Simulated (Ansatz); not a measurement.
GeI2, relaxed as a singlet with RKS PBE-D4/def2-TZVP in Ansatz, starting from the GFN2-xTB geometry. Force threshold 0.02 eV/Å.

In the def2 sets I takes a core potential; there is no spin–orbit coupling.

Start:

```xyz
3

Ge    0.385   -0.995    0.034
I    -1.450    0.065    1.493
I     1.065    0.930   -1.527
```

(1) Estimate the energy that the relaxation releases and the steps that it takes.

(2) Does the start keep its bonding and symmetry?

(3) Predict the relaxed structure.

Answers

(1) 0.1 kJ/mol, in 3 steps; 2.5 s on 4 threads of Arm Neoverse V2 on a shared host. No frequencies were taken in this run, so the end may be a saddle point.

(2) By distances, no bond broke or formed. The bond that changes most is Ge1–I3, from 2.57 to 2.58 Å (atoms count from 1). Point group C2v at the start, C2v at the end, both within 0.05 Å.

(3) 
```tsv
atom	x (Å)	y (Å)	z (Å)
Ge1	0.387	-1.002	0.035
I2	-1.451	0.068	1.493
I3	1.064	0.934	-1.528
```
Bond lengths: 2 × Ge–I 2.58 Å.
